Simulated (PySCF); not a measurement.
## Electron correlation in Ag⁺ (silver, charge +1)

[Kr] 4d10, closed-shell 1S. All numbers are calculated (PySCF 2.14, scalar relativity by spin-free X2C-1e, in x2c-TZVPPall with one added diffuse shell each of s, p, d, f type (9s7p7d3f1g, 95 functions)). Frozen: [Kr]; 10 electrons correlated.

| level | correlation energy (mhartree) |
| --- | --- |
| CCSD | -330.93 |
| (T) | -11.04 |
| CCSD(T) | -341.97 |

Diagnostics: T1 = 0.0029, D1 = 0.0041, largest double amplitude 0.017.

Cost of the coupled-cluster step: of the order of 5 core-seconds, for 10 correlated electrons.
